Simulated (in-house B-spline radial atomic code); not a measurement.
Configurations of the dysprosium ion Dy⁺, with energies counted from [Xe] 4f10 6s1. Computed with an all-electron radial atomic-structure program (B-spline basis): scalar-relativistic (X2C) RPBE, spin-polarised, spherical fractional occupations, Fermi nucleus of rms radius 5.2218 fm. Shells without spins written out take the highest spin.

Occupations are held fixed; configurations that lie above the ionisation limit could autoionise.

```
                                                   configuration  E - E(ref) (eV)  highest orbital  its <r> (bohr)
                                                   [Xe] 4f10 5d1           2.0743          4f down          0.9111
                          [Xe] 4f(6 up, 4 down) 6s(1 up, 0 down)           2.2539          4f down          0.8844
                          [Xe] 4f(4 up, 6 down) 6s(1 up, 0 down)            2.332            4f up          0.8912
                                                [Xe] 4f9 6s1 6p1           5.4255            6p up           4.216
                                                   [Xe] 4f10 5f1           8.1543            5f up           8.482
                                  [Kr] 4d10 4f10 5s2 5p5 5d1 6s1           23.771            5d up           2.521
[Kr] 4d10 4f(7 up, 4 down) 5s2 5p(2 up, 3 down) 6s(0 up, 1 down)           24.949          4f down          0.9691
                                  [Kr] 4d10 4f10 5s2 5p5 6s1 6p1           26.881            6p up           4.233
```

Order these further configurations by energy, lowest first.
A. [Kr] 4d10 4f(3 up, 7 down) 5s2 5p(2 up, 3 down) 6s(0 up, 1 down) 6d(0 up, 1 down)
B. [Xe] 4f9 6s1 7s1
C. [Xe] 4f9 5f1 6s1
D. [Xe] 4f(5 up, 4 down) 5d(1 up, 0 down) 6s(1 up, 0 down)
E. [Xe] 4f9 5d1 6s1

E (2.3507 eV), D (7.3691 eV), B (9.2078 eV), C (11.472 eV), A (31.441 eV).

How far above the reference does [Kr] 4d9 4f10 5s2 5p6 6s1 7f1 lie?

163.88 eV; its least bound orbital is 7f up with <r> = 20.5 bohr.

How far above the reference does [Kr] 4d9 4f10 5s2 5p6 6s2 lie?

152.7 eV; its least bound orbital is 6s down with <r> = 3.504 bohr.

How far above the reference does [Xe] 4f(6 up, 3 down) 6s(1 up, 0 down) 6f(1 up, 0 down) lie?

15.855 eV; its least bound orbital is 6f up with <r> = 13.49 bohr.
